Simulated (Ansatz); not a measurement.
**Which method gave which barrier?**

Saddle point of SnNH₇, singlet (SnH₄ + NH₃ → SnNH₅ ([NH2][SnH3]) + H₂; bonds formed: Sn1–N7, H2–H6; bonds broken: Sn1–H2, H6–N7), PBE0-D4/def2-TZVP structure:

Sn1  (-0.887, -0.461, -0.137)
H2  (0.942, -1.196, 0.877)
H3  (-0.692, -1.793, -1.176)
H4  (-1.656, -0.693, 1.361)
H5  (-1.853, 0.692, -1.004)
H6  (1.222, -0.181, 0.542)
N7  (0.857, 0.850, -0.044)
H8  (0.762, 1.700, 0.506)
H9  (1.305, 1.082, -0.925)
(Å)

Computed with Ansatz 0.2.0 (basis: def2-TZVPP, with def2-QZVPP for the basis limit); correlated methods freeze the cores. Filled d shells of the heavier atoms are correlated. Core potentials replace the inner electrons of the atoms past krypton. The def2 sets are not built for correlating such inner shells, so the correlated values are less sure here. B3LYP uses VWN-RPA correlation. Extrapolation: Hartree–Fock as exp(−7.88 √X), correlation as X^−2.97. Four methods, as single points on the PBE0-D4 structures, gave these electronic barriers from the start structure: 1.818, 1.958, 2.155, 2.581 eV.

(1) The methods were, in alphabetical order, B3LYP-D4, BHLYP-D4, BLYP-D4, HF. Which gave which? (Judge from chemistry; the calculation decides.)

No T1 diagnostic of these runs exceeds 0.014.

Results:

(1) Computed: BLYP-D4 1.818; B3LYP-D4 1.958; BHLYP-D4 2.155; HF 2.581 eV. For comparison, CCSD(T) at an estimated basis limit (MP2 extrapolated from triple and quadruple zeta, plus CCSD(T) − MP2 in triple zeta) gives 2.001 eV.

Labels in which every atom is bracketed show which atoms are joined, not bond orders.

For scale, one of the runs: CCSD(T)/def2-TZVPP, 179 basis functions, launched by `ansatz run in.yaml --threads 2 --pin off --events-out ev --progress --plain --max-ram 4352MiB`. Hardware: 2 CPU threads, shared host. Wall time 24 s; peak host memory 1.9 GiB.
